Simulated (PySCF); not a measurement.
H$_{2}$ClFGeO$_{2}$ (SMILES [OH][Ge]([OH])([F])[Cl]), singlet, at a GFN2-xTB geometry; DF-PBE/def2-SVPD (PySCF).

The PySCF input:
```python
from pyscf import gto, scf, dft

mol = gto.M(
    atom='''
O    -0.35830119    1.73629601    0.45818592
Ge   -0.18213839    0.05929860    0.11244087
O    -1.64480592   -0.54169617   -0.52112282
F     0.04387080   -0.68533785    1.68768680
Cl    1.38636840   -0.42053965   -1.12808305
H     0.33793269    2.17355826    0.94636602
H    -2.44774709   -0.31069715   -0.05274775
''',
    basis='def2-svpd',
    verbose=4,
    max_memory=1800,
)

mf = dft.RKS(mol)
mf.xc = 'pbe'
mf = mf.density_fit(auxbasis='def2-universal-jkfit')
mf.kernel()
```

**Question.** What does PySCF print? Leave out banner, timings and long lists.

**Answer.** 
```
PySCF version 2.14.0

[INPUT] verbose = 4
[INPUT] num. atoms = 7
[INPUT] num. electrons = 76
[INPUT] charge = 0
[INPUT] spin (= nelec alpha-beta = 2S) = 0
[INPUT] symmetry False subgroup None
[INPUT] Mole.unit = angstrom
[INPUT] Symbol           X                Y                Z      unit          X                Y                Z       unit  Magmom
[INPUT]  1 O     -0.358301190000   1.736296010000   0.458185920000 AA   -0.677091119206   3.281123930075   0.865845902932 Bohr   0.0
[INPUT]  2 Ge    -0.182138390000   0.059298600000   0.112440870000 AA   -0.344191673869   0.112058113570   0.212482449508 Bohr   0.0
[INPUT]  3 O     -1.644805920000  -0.541696170000  -0.521122820000 AA   -3.108232716863  -1.023657404026  -0.984779407061 Bohr   0.0
[INPUT]  4 F      0.043870800000  -0.685337850000   1.687686800000 AA    0.082903796866  -1.295100839298   3.189265836044 Bohr   0.0
[INPUT]  5 Cl     1.386368400000  -0.420539650000  -1.128083050000 AA    2.619856583751  -0.794704763020  -2.131768010264 Bohr   0.0
[INPUT]  6 H      0.337932690000   2.173558260000   0.946366020000 AA    0.638600232638   4.107429827186   1.788372591395 Bohr   0.0
[INPUT]  7 H     -2.447747090000  -0.310697150000  -0.052747750000 AA   -4.625571622301  -0.587132521183  -0.099678801187 Bohr   0.0

nuclear repulsion = 530.462223442272
number of shells = 60
number of NR pGTOs = 244
number of NR cGTOs = 150
basis = def2-svpd
ecp = {}

******** <class 'pyscf.df.df_jk.DFRKS'> ********
method = DFRKS
initial guess = minao
damping factor = 0
level_shift factor = 0
DIIS = <class 'pyscf.scf.diis.CDIIS'>
diis_start_cycle = 1
diis_space = 8
diis_damp = 0
SCF conv_tol = 1e-09
SCF conv_tol_grad = None
SCF max_cycles = 50
direct_scf = False
XC library pyscf.dft.libxc version 7.1.2
    S. Lehtola, C. Steigemann, M. J. T. Oliveira, and M. A. L. Marques,  SoftwareX 7, 1–5 (2018)
XC functionals = pbe
    J. P. Perdew, K. Burke, and M. Ernzerhof,  Phys. Rev. Lett. 77, 3865 (1996)
    J. P. Perdew, K. Burke, and M. Ernzerhof,  Phys. Rev. Lett. 78, 1396 (1997)
    J. P. Perdew, K. Burke, and M. Ernzerhof,  Phys. Rev. Lett. 77, 3865 (1996)
    J. P. Perdew, K. Burke, and M. Ernzerhof,  Phys. Rev. Lett. 78, 1396 (1997)
radial grids:
    Treutler-Ahlrichs [JCP 102, 346 (1995); DOI:10.1063/1.469408] (M4) radial grids

becke partition: Becke, JCP 88, 2547 (1988); DOI:10.1063/1.454033
pruning grids: <function nwchem_prune>
grids dens level: 3
symmetrized grids: False
atomic radii adjust function: <function treutler_atomic_radii_adjust>
small_rho_cutoff = 0
Set gradient conv threshold to 3.16228e-05
Initial guess from minao.
tot grids = 101568
init E= -2787.39483431653
  HOMO = -0.354339270764154  LUMO = -0.0934138286717623  gap/eV = 7.10014
cycle= 1 E= -2787.20902898402  delta_E= 0.186  |g|= 1.33  |ddm|= 3.74
  HOMO = -0.141697920902133  LUMO = -0.0486612327673481  gap/eV = 2.53166
cycle= 2 E= -2785.96976693781  delta_E= 1.24  |g|= 2.87  |ddm|= 4.48
  HOMO = -0.288173613571709  LUMO = -0.0765886752495386  gap/eV = 5.75752
cycle= 3 E= -2787.49057080751  delta_E= -1.52  |g|= 0.262  |ddm|=  3.4
  HOMO = -0.295448770771227  LUMO = -0.0751618300830912  gap/eV = 5.99431
cycle= 4 E= -2787.5020017686  delta_E= -0.0114  |g|= 0.161  |ddm|= 0.503
  HOMO = -0.30526208089461  LUMO = -0.0770974548723529  gap/eV = 6.20868
cycle= 5 E= -2787.5062893084  delta_E= -0.00429  |g|= 0.0619  |ddm|= 0.179
  HOMO = -0.301982836230502  LUMO = -0.0757037719080782  gap/eV = 6.15737
cycle= 6 E= -2787.50696290212  delta_E= -0.000674  |g|= 0.0158  |ddm|= 0.0647
  HOMO = -0.302241791166912  LUMO = -0.0751188839517014  gap/eV = 6.18033
cycle= 7 E= -2787.50701406021  delta_E= -5.12e-05  |g|= 0.00375  |ddm|= 0.0213
  HOMO = -0.302689421328781  LUMO = -0.0754220889506487  gap/eV = 6.18426
cycle= 8 E= -2787.50701789352  delta_E= -3.83e-06  |g|= 0.000573  |ddm|= 0.00524
  HOMO = -0.302668581531456  LUMO = -0.0754045414276154  gap/eV = 6.18417
cycle= 9 E= -2787.50701795412  delta_E= -6.06e-08  |g|= 0.00025  |ddm|= 0.000906
  HOMO = -0.302684216603581  LUMO = -0.075404044765055  gap/eV = 6.18461
cycle= 10 E= -2787.50701796349  delta_E= -9.37e-09  |g|= 0.000121  |ddm|= 0.000312
  HOMO = -0.302680140493536  LUMO = -0.0754057540903634  gap/eV = 6.18445
cycle= 11 E= -2787.50701796606  delta_E= -2.57e-09  |g|= 3.92e-05  |ddm|= 0.000155
  HOMO = -0.302680024726318  LUMO = -0.0754051431769773  gap/eV = 6.18446
cycle= 12 E= -2787.50701796642  delta_E= -3.57e-10  |g|= 6.54e-06  |ddm|= 5.4e-05
  HOMO = -0.302680079271786  LUMO = -0.0754053940859531  gap/eV = 6.18446
Extra cycle  E= -2787.5070179664  delta_E= 1.77e-11  |g|= 9.89e-06  |ddm|= 1.71e-05
converged SCF energy = -2787.5070179664
```
